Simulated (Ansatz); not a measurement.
Reaction (ligand exchange at the Si–N bond): `[AlH2][NH][SiH2]O[SiH3]` + CH₃SH → `CS[SiH2]O[SiH3]` + `[NH2][AlH2]`

Program: Ansatz. Geometries: PBE0-D4/def2-TZVP. ΔE: electronic, gas phase. CBS: MP2 limit from def2 TZ/QZ plus the TZ coupled-cluster correction, frozen cores. This one scheme is used for every species. DFT in def2-TZVPP. One conformer a species, not always the lowest.

`[AlH2][NH][SiH2]O[SiH3]`:

```xyz
13

Al   -2.324   -1.083   -1.377
N    -1.428   -0.452    0.033
Si   -0.441    0.947    0.136
O     1.158    0.620    0.011
Si    2.525    0.157    0.772
H    -3.160   -2.412   -1.179
H    -2.231   -0.275   -2.732
H    -1.494   -0.991    0.888
H    -0.793    1.825   -1.003
H    -0.657    1.625    1.441
H     2.457    0.500    2.218
H     3.680    0.853    0.154
H     2.707   -1.312    0.637
```

CH₃SH:

Z-matrix (Å, degrees):
```
C
S 1 1.806
H 1 1.089 2 111.5
H 1 1.089 2 111.5 3 -123.8
H 1 1.090 2 106.2 3 118.1
H 2 1.342 1 97.1 3 61.9
```

`CS[SiH2]O[SiH3]`:

Cartesian coordinates in Å:
```
C 1.016 -1.584 -1.124
S 0.304 -1.808 0.534
Si -1.384 -0.539 0.375
O -0.976 1.041 0.256
Si 0.199 2.062 0.779
H 1.843 -2.287 -1.210
H 0.280 -1.807 -1.897
H 1.397 -0.572 -1.253
H -2.171 -0.782 1.608
H -2.156 -0.863 -0.849
H 1.497 1.715 0.144
H 0.344 1.988 2.255
H -0.193 3.435 0.382
```

`[NH2][AlH2]`:

Cartesian coordinates in Å:
```
N -0.657 0.192 0.641
Al 0.581 -0.170 -0.566
H -0.509 0.188 1.637
H -1.613 0.432 0.432
H 2.034 -0.528 -0.051
H 0.165 -0.114 -2.093
```

CCSD(T)/CBS gives +3.7 kJ/mol.

Task: Another level gave +3.9 kJ/mol. Which?
A. CCSD(T)/def2-TZVPP
B. r2SCAN-D4/def2-TZVPP
C. PBE-D4/def2-TZVPP
D. ωB97M-V/def2-TZVPP

Result: D. ωB97M-V 3.9, r2SCAN-D4 -0.5, CCSD(T)/def2-TZVPP 8.0, PBE-D4 -7.3 kJ/mol.

Largest T1 diagnostic among the species: 0.012.

From PBE to PBE0 (25 % exact exchange), in def2-TZVPP and without D4, ΔE moves by +4.3 kJ/mol. The D4 term adds −5.2 kJ/mol with B3LYP and −2.9 kJ/mol with PBE0; it sums over pairs of atoms, weighted by their polarisabilities, and B3LYP, whose exchange is more repulsive, gets the larger term. In def2-TZVPP, CCSD(T) changes the Hartree–Fock value by −11.7 kJ/mol (the triples alone add −2.8 kJ/mol) and MP2 by −15.1 kJ/mol.

B3LYP here is the variant with VWN-RPA as its local correlation; programs differ in this.
